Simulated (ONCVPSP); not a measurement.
**Eu: excitation energies, all-electron against ONCV**

* Element: europium (Eu)
* Generator: ONCVPSP 4.0.1
* Type: optimised norm-conserving Vanderbilt (ONCV)
* Functional: LDA (Perdew-Wang 92)
* Relativity: scalar-relativistic
* Frozen core: [Xe] 4f6
* Valence charge: 3
* Reference configuration: 5d2 6s1
* Partial waves: 6s: rc 3.05 bohr, ncon 4, nbas 8, qcut 1.8 1/bohr, 2 projectors, debl 2.9 Ha; p scattering state at 0.12 Ha: rc 2.90 bohr, ncon 3, nbas 7, qcut 3 1/bohr, 2 projectors, debl 3 Ha; 5d: rc 3.80 bohr, ncon 3, nbas 7, qcut 4.4 1/bohr, 2 projectors, debl 1.8 Ha
* Local potential: polynomial inside 2.90 bohr (lpopt 5, dvloc0 6 Ha)
* Core correction: Teter function fitted to the true core (icmod 2), fcfact 0.15

Energies are relative to the spin-unpolarised reference configuration 5d2 6s1; without spin polarisation the order of configurations can differ from experiment.

Task: Give the all-electron excitation energy and the error of the potential for: 5d1 6s2; 5d1 6s1; 5d1 6s0; 5d1 6s0 6p2.

Result:

```json
{"valence configuration": "5d1 6s2", "charge": "0", "ΔE all-electron (eV)": "-1.613", "error AE − PS (meV)": "+4.5"}
{"valence configuration": "5d1 6s1", "charge": "+1", "ΔE all-electron (eV)": "5.140", "error AE − PS (meV)": "-7.6"}
{"valence configuration": "5d1 6s0", "charge": "+2", "ΔE all-electron (eV)": "17.344", "error AE − PS (meV)": "-43"}
{"valence configuration": "5d1 6s0 6p2", "charge": "0", "ΔE all-electron (eV)": "4.330", "error AE − PS (meV)": "-11"}
```
